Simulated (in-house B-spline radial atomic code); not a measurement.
Configurations of Er⁵⁺, with energies counted from [Kr] 4d10 4f10 5s2 5p5. Level of theory: scalar-relativistic (X2C) wB97X, spin-polarised, spherical fractional occupations, exact exchange averaged over the configuration, Fermi nucleus of rms radius 5.2516 fm; calculated with a radial B-spline atomic code at the basis-set limit. Shells without spins written out take the highest spin.

Occupations are held fixed; configurations that lie above the ionisation limit could autoionise.

```
             configuration  E - E(ref) (eV)  highest orbital  its <r> (bohr)
 [Kr] 4d10 4f9 5s2 5p5 5f1           50.582            5f up           2.806
[Kr] 4d10 4f10 5s2 5p4 6p1           51.288            6p up           2.854
[Kr] 4d10 4f10 5s2 5p4 5f1           61.931            5f up            2.85
 [Kr] 4d9 4f10 5s2 5p5 6s1           197.86            6s up           2.472
 [Kr] 4d9 4f10 5s2 5p5 6d1           217.45            6d up           3.587
```

**Question.** Order these further configurations by energy, lowest first.
A. [Xe] 4f9
B. [Kr] 4d10 4f10 5s2 5p4 6s1
C. [Kr] 4d10 4f10 5s2 5p4 5d1
D. [Kr] 4d10 4f9 5s2 5p5 6p1
E. [Kr] 4d10 4f9 5s2 5p5 5d1

**Answer.** A (-13.549 eV), E (20.905 eV), C (32.792 eV), D (39.899 eV), B (42.76 eV).

**Question.** How far above the reference does [Kr] 4d9 4f10 5s2 5p5 5d1 lie?

**Answer.** 187.47 eV; its least bound orbital is 5d up with <r> = 1.671 bohr.

**Question.** Is the reference the lowest configuration at this level of theory?

**Answer.** No: [Xe] 4f9 lies 13.55 eV lower with this functional.
